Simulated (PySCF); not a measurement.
# What a mistake does to a calculation on AlBGeH3O

Calculated results; nothing here was measured. They come from PySCF 2.14.0, an open-source quantum chemistry program, on an isolated molecule that a program drew, which may never have been made. The molecule is AlBGeH3O (charge 0, doublet), drawn as the SMILES string `[BH][GeH2][Al]=[O]`.

Each row is a Hartree-Fock (HF) and frozen-core CCSD(T) single point in the cc-pV(D+d)Z basis, meant for a local HF minimum. Run 1 is clean. Each other run has one planted mistake out of seven kinds, and not every kind appears here: one electron removed, one electron added, multiplicity raised by two, geometry at a saddle point, minimal basis STO-3G, one bond length entered in bohr, all coordinates scaled. The reference is restricted for singlets and unrestricted otherwise, and also for a bond in bohr. Adding or removing an electron swaps singlet and doublet. Electrons count all cores. HOMO and LUMO are orbital energies over both spins, the gradient is its largest component, and the lowest frequency (negative if imaginary) is given only where the gradient is small. Bond lengths are over the 6 bonds as drawn. T1 is the CCSD diagnostic: over 0.02 (restricted) or 0.045 (unrestricted) a single reference is doubtful. Germanium has the cc-pVDZ-PP basis, with a core potential (ECP10MDF) in place of its 10 inner electrons, and its 3s, 3p and 3d shells are frozen in CCSD(T).

Geometry of the clean run:
```xyz
7
AlBGeH3O, angstrom
B    -2.9144    0.0775   -2.1915
Ge   -1.1478    1.1377   -2.0966
Al    0.6124   -0.4346   -1.2924
O     1.7046   -1.4520   -0.7940
H    -3.3831   -0.6017   -3.0537
H    -0.6604    1.6896   -3.4419
H    -1.2016    2.2815   -1.0827
```

| run | electrons | basis functions | <S^2> | HOMO (eV) | LUMO (eV) | gradient (hartree/bohr) | lowest frequency (cm^-1) | mean bond (Å) | longest bond (Å) | T1 | HF (hartree) | CCSD(T) (hartree) | mistake |
|---|---|---|---|---|---|---|---|---|---|---|---|---|---|
| 1 | 61 | 89 | 0.757 | -9.79 | -0.01 | 2.2e-05 | 94 | 1.7310 | 2.493 | 0.0303 | -636.49372 | -636.95123 | no fault |
| 2 | 60 | 89 | 0.000 | -14.45 | -7.13 | 4.4e-02 | - | 1.7310 | 2.493 | 0.0424 | -636.18163 | -636.64221 | one electron removed |
| 3 | 61 | 89 | 0.757 | -9.79 | -0.05 | 2.3e-02 | - | 1.7708 | 2.551 | 0.0316 | -636.49038 | -636.95212 | all coordinates scaled |
| 4 | 62 | 89 | 0.000 | -1.10 | 5.34 | 3.2e-02 | - | 1.7310 | 2.493 | 0.0412 | -636.48201 | -636.97774 | one electron added |
| 5 | 61 | 89 | 1.229 | -10.03 | -0.07 | 2.2e-02 | - | 1.9080 | 2.493 | 0.0568 | -636.37700 | -636.83707 | ? |

**Which mistake was planted in run 5, and what did it cost?**

The mean bond changes by a factor of 1.102 and the longest by 1.000, so the molecule wasn't scaled as a whole. A length L in bohr read as angstrom grows by (1/0.5292 - 1) L = 0.890 L. The 6 bonds together grew by 6 x 0.1770 = 1.062 Å, which gives L = 1.194 Å. That is bond B1-H5, 1.193 Å in the clean geometry. So the mistake is: one bond length entered in bohr. Subtracting run 1 and multiplying by 627.51 kcal/mol a hartree, the energy moved by 73.2 kcal/mol in HF and 71.6 kcal/mol in CCSD(T).

Cautions from the logs. Run 2: T1 is over the limit, so its CCSD(T) energy is less reliable; run 4: T1 is over the limit, so its CCSD(T) energy is less reliable; run 5: T1 is over the limit, so its CCSD(T) energy is less reliable.
